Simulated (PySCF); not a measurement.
Vertical excitation energies

C₄H₈O₄.
InChI=1S/C4H8O4/c1-6-3-8-4(5)7-2/h3H2,1-2H3

The calculation used TDDFT PBE0/def2-SVPD, vertical, gas phase, core orbitals frozen in the response in PySCF. One conformer (not necessarily the lowest) at the PBE0-D3(BJ)/def2-SVP geometry, without solvent, vibrations or thermal averaging. Torsions of this conformer, `[CH3:1][O:2][CH2:3][O:4][C:5](=[O:6])[O:7][CH3:8]`: C1–O2–C3–O4 68°, O2–C3–O4–C5 -175°, C3–O4–C5–O6 -1°, O4–C5–O7–C8 180°.

| state | E (eV) | ν̃ (cm⁻¹) | f | main configurations (H = HOMO, L = LUMO) |
| --- | --- | --- | --- | --- |
| S1 | 7.09 | 57210 | 0.0002 | H-1→L+1 (69%), H→L+1 (29%) |
| S2 | 7.72 | 62270 | 0.011 | H→L (88%) |
| S3 | 8.00 | 64510 | 0.019 | H-1→L (82%), H→L+2 (12%) |
| S4 | 8.21 | 66260 | 0.028 | H→L+1 (48%), H-2→L (23%), H-1→L+1 (21%) |
| S5 | 8.23 | 66350 | 0.0037 | H-2→L (57%), H→L+1 (20%), H-1→L+1 (8%) |
| S6 | 8.40 | 67790 | 0.027 | H-3→L (85%) |

The lowest singlet comes at 175 nm (684 kJ/mol) in the vacuum ultraviolet; it is dark (f under 0.0005); its leading configuration is HOMO-1→LUMO+1 (69%). The largest oscillator strength of a single state is 0.028. Löwdin shares by element: HOMO oxygen 60% or more, carbon 15% or more (atoms not listed hold the other 24%); LUMO carbon 53% (atoms not listed hold the other 47%). Orbital energies (eV): HOMO-3 -9.14, HOMO-2 -8.94, HOMO-1 -8.72, HOMO -8.33, LUMO 0.49, LUMO+1 0.92, LUMO+2 1.00. Weighted by f, the mean energy of these states is 8.17 eV. The listed states span 1.31 eV, and the widest gap between neighbours is 0.63 eV (S1 to S2). No computed singlet lies in the visible range (380 to 750 nm); the lowest, at 175 nm, stands 3.83 eV above its violet end (3.26 eV). Only the lowest 6 singlets were computed, as vertical energies without vibronic structure.
